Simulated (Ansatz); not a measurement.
Computed with Ansatz on PBE0-D4/def2-TZVP structures; ΔE is electronic, products minus reactants. CCSD(T)/CBS adds triple-zeta CCSD(T) − MP2 to the extrapolated MP2 energy (def2 sets, frozen cores). DFT in def2-TZVPP. B3LYP here is the variant with VWN-RPA as its local correlation; programs differ in this. Elements past krypton have def2 core potentials. For Ge, I outer-core shells are correlated without core-valence functions, which leaves a few kJ/mol of doubt a bond. Scalar relativity is left out up to krypton. One conformer a species, not always the lowest.

Reaction (ligand exchange at a Ge–I bond): `[OH][GeH2][I]` + `N[SiH](O)Cl` → `[OH][GeH2][NH][SiH](O)Cl` + HI

Is it downhill or uphill in electronic energy at CCSD(T)/CBS, and by how much? (An estimate is asked.)

Computed: Uphill: ΔE = +12.6 kcal/mol.

What do these levels give: B3LYP-D4, ωB97X-V, ωB97M-V, B2PLYP, r2SCAN, PBE0, HF/def2-TZVPP, MP2/def2-TZVPP, CCSD/def2-TZVPP, CCSD(T)/def2-TZVPP, HF/CBS(def2), MP2/CBS(def2)? (Estimate.)

The calculation gave: B3LYP-D4 13.2, ωB97X-V 12.7, ωB97M-V 12.9, B2PLYP 13.8, r2SCAN 14.5, PBE0 15.7, HF/def2-TZVPP 15.9, MP2/def2-TZVPP 12.2, CCSD/def2-TZVPP 11.1, CCSD(T)/def2-TZVPP 10.6, HF/CBS(def2) 16.1, MP2/CBS(def2) 14.2 kcal/mol.

Largest T1 diagnostic among the species: 0.011.

The D4 term adds −2.1 kcal/mol with B3LYP and −1.2 kcal/mol with PBE0; it sums over pairs of atoms, weighted by their polarisabilities, and B3LYP, whose exchange is more repulsive, gets the larger term. In def2-TZVPP, CCSD(T) changes the Hartree–Fock value by −5.3 kcal/mol (the triples alone add −0.5 kcal/mol) and MP2 by −3.7 kcal/mol.
